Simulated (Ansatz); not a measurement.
Computed with frozen-core CCSD(T)/cc-pVTZ // TPSSh-D3(BJ)/def2-TZVP (Ansatz, a quantum-chemistry and plane-wave program).

Ansatz 0.2 input:
```yaml
crystal:
  periodic: [false, false, false]
  atoms:
    - { symbol: N, position_ang: [1.075079, 0.074841, 0.328339] }
    - { symbol: Si, position_ang: [-0.558135, 0.005943, -0.096517] }
    - { symbol: Cl, position_ang: [-1.234307, 1.91499, -0.317463] }
    - { symbol: Cl, position_ang: [-1.555604, -0.968262, 1.388992] }
    - { symbol: Cl, position_ang: [-0.979734, -0.980545, -1.843443] }
    - { symbol: H, position_ang: [1.544828, -0.740251, 0.695269] }
    - { symbol: H, position_ang: [1.705801, 0.696366, -0.157049] }
basis:
  gaussian: { orbitals: cc-pVTZ }
correlation:
  method: ccsd_t
```

Output:

```
Functional definition: HF
1149 factors; integrals over basis functions are off by at most 1.1e-3 eV
mean field evaluation 1: about -46891.6277 eV, gradient 3.5e1 eV
mean field evaluation 2: about -46891.9322 eV, gradient 3.6e1 eV
mean field evaluation 4: about -46894.6460 eV, gradient 2.6e0 eV
mean field evaluation 8: about -46894.6881 eV, gradient 1.4e-1 eV
mean field evaluation 16: about -46893.5286 eV, gradient 1.8e1 eV
mean field -46894.68824094 eV, -1723.3480064933 hartree, gradient 2.7e-6 eV, S^2 0.000000; 0 other end points of the search recorded, 0 dependent functions left out
21 core orbitals not correlated
reference -46894.68824094 eV, -1723.3480064933 hartree; 16, 16 occupied and 157, 157 virtual orbitals, 1149 factors
second order -24.18156189 eV of doubles, -0.00000000 eV of singles
cycle   1  -25.03747779 eV  change   -8.6e-1 eV  update   8.9e-2
cycle   2  -25.51718852 eV  change   -4.8e-1 eV  update   2.4e-2
cycle   3  -25.60360380 eV  change   -8.6e-2 eV  update   1.1e-2
cycle   4  -25.59437054 eV  change    9.2e-3 eV  update   2.4e-3
cycle   5  -25.59419111 eV  change    1.8e-4 eV  update   9.0e-4
cycle   6  -25.59409451 eV  change    9.7e-5 eV  update   2.5e-4
cycle   7  -25.59401952 eV  change    7.5e-5 eV  update   9.0e-5
cycle   8  -25.59404703 eV  change   -2.8e-5 eV  update   2.6e-5
perturbative correction -1.07676111 eV, -0.0395702408 hartree
Total energy: -46921.35904907 eV, -1724.3281406140 hartree
```

Cost: about 100 core-seconds (a rough figure).
